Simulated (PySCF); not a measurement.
PySCF job for Si(OSiH3)2(H)(F) (FH₇O₂Si₃), SMILES F[SiH](O[SiH3])O[SiH3], PBE/pcSseg-1. Geometry optimised at PBE0-D3(BJ)/def2-SVP. One conformer was computed; it need not be the lowest.

```python
import numpy as np
from pyscf import gto, scf, dft
from pyscf.prop.nmr import rks as nmr

mol = gto.M(
    atom='''
    Si    0.25683821    1.17744057   -0.03376680
    F     0.05602523    1.53265031    1.52971416
    O     1.49154159    0.11495494   -0.15795885
    Si    1.93610642   -1.48757409   -0.09586856
    O    -1.13652390    0.52447732   -0.58344530
    Si   -2.33862152   -0.59380902   -0.30770586
    H     0.57043903    2.41035586   -0.76928610
    H     0.84995796   -2.33345207   -0.67705369
    H     2.17310849   -1.89553686    1.31832787
    H     3.18413299   -1.65643093   -0.88910423
    H    -3.56731809    0.10400607    0.16465534
    H    -1.89439375   -1.57791287    0.72445814
    H    -2.62081880   -1.30514435   -1.58541465
    ''',
    basis='pcSseg-1',
    charge=0,
    spin=0,
    max_memory=1600,
    verbose=3,
)
mf = dft.RKS(mol, xc='pbe')
mf.grids.level = 3
mf.conv_tol = 1e-10
mf.max_cycle = 100
mf.kernel()
n = nmr.NMR(mf)
n.verbose = 2
n.max_cycle_cphf = 60
sigma = n.kernel()
print('atom   isotropic/ppm   span/ppm')
for i, s in enumerate(sigma):
    w = np.linalg.eigvalsh((s + s.T) / 2)
    print(f'{mol.atom_symbol(i):2s}{i + 1:3d} {w.mean():14.3f} {w[2] - w[0]:11.3f}')
```

It prints:

```
converged SCF energy = -1122.43759426345
atom   isotropic/ppm   span/ppm
Si  1        405.764      14.265
F   2        292.434     142.857
O   3        271.921      58.228
Si  4        375.237     124.365
O   5        276.281      51.915
Si  6        373.664     125.029
H   7         26.694      10.265
H   8         25.752       7.620
H   9         25.841       8.083
H  10         26.020       8.377
H  11         25.922       8.484
H  12         25.738       7.528
H  13         26.006       7.866
```

Self-consistency was reached.
